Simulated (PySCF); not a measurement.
This script is equivalent to a calculation on Pb⁺ (lead, charge +1).

```python
from pyscf import gto, scf, dft, mp, cc
import basis_set_exchange as bse
mol = gto.M(atom="Pb 0 0 0", charge=1, spin=1, symmetry="D2h",
            basis=gto.basis.parse(bse.get_basis("aug-cc-pwCVTZ-DK3", elements=["Pb"], fmt="nwchem", augment_diffuse=1)),
            nucmod="G")
mf = dft.UKS(mol, xc="HYB_MGGA_XC_R2SCANH").sfx2c1e()
mf.irrep_nelec = {'Ag': (12, 12), 'B1g': (3, 3), 'B2g': (3, 3), 'B3g': (3, 3), 'Au': (1, 1), 'B1u': (6, 6), 'B2u': (7, 6), 'B3u': (6, 6)}
mf.kernel()
```

What total energy does it give?

-20883.71 hartree (calculated).

Which occupied shell lies highest, and where?

6p α, at -10.907 eV.

What is ⟨S²⟩, and what would a pure spin state give?

0.753, against 0.75.

Spin-orbit coupling, absent here, splits the open shell strongly.
